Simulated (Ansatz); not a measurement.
**Heat of formation of BBrF2 (SMILES FB(F)Br) from total energies**

BBrF2: 4 atoms, total charge 0, spin state singlet. As SMILES, `FB(F)Br`. The shape is that of a PBE0-D4/def2-TZVP optimisation.

```xyz
4

F    -0.2157   -1.3665   -0.1099
B    -0.1279   -0.0633   -0.0228
F    -1.2124    0.6596   -0.1442
Br    1.5560    0.7702    0.2769
```

Total energies at HF/3-21G (Ansatz 0.2.0); the atoms run unrestricted:

```
species    state   energy (Eh)
  BBrF2  singlet  -2782.560849
      F  doublet    -98.845009
      B  doublet    -24.389762
     Br  doublet  -2560.035232
```

Harmonic wavenumbers at PBE0-D4/def2-TZVP, in cm⁻¹: 295, 352, 570, 635, 1229, 1458.

Measured heats of formation of the gaseous atoms at 298.15 K, in kJ/mol: F 79.4, B 570.3, Br 111.9. Spin-orbit lowering of the atoms at 298 K (mean of the ground term's levels less their thermal mean, from spectra), in kJ/mol: F 1.29, B 0.00, Br 14.69. Take 1 Eh = 2625.50 kJ/mol, 1 cm⁻¹ = 0.0119627 kJ/mol, RT = 2.479 kJ/mol.

Q: Work out the heat of formation of the gas at 298 K.

A: 
1. Electronic atomisation energy: 2 × (-98.845009) + (-24.389762) + (-2560.035232) − (-2782.560849) = 0.445837 Eh = 1170.5 kJ/mol.
2. Zero-point energy: half the sum of the wavenumbers, 2269.5 cm⁻¹ = 27.1 kJ/mol.
3. Thermal vibrational enthalpy, Σ hcν̃/(exp(hcν̃/kT) − 1): 3.0 kJ/mol. Translation, rotation and pV of a non-linear molecule: 4 RT = 9.9 kJ/mol.
4. The 4 free atoms carry 5/2 RT each: 24.8 kJ/mol.
5. Spin-orbit coupling lowers the free atoms by 2 × 1.29 + 0.00 + 14.69 = 17.3 kJ/mol.
6. Atomisation enthalpy at 298 K: 1170.5 − 17.3 − 27.1 − 3.0 − 9.9 + 24.8 = 1138.0 kJ/mol.
7. Sum of the atoms' heats of formation: 841.0 kJ/mol. Heat of formation: 841.0 − 1138.0 = -297.0 kJ/mol.

The tabulated value is -820.1 kJ/mol (NIST-JANAF tables; in doubt: it rests on an older heat of the boron atom), so this level is off by +523.1 kJ/mol, or 31.5 % of the atomisation enthalpy that the table implies (1661.0 kJ/mol). Hartree–Fock leaves out correlation, which is larger in the molecule than in the atoms, so it underbinds and puts the heat of formation too high. Relativity is left out. A basis without polarisation functions underbinds badly. Anharmonicity and any spin-orbit splitting of the molecule are left out.
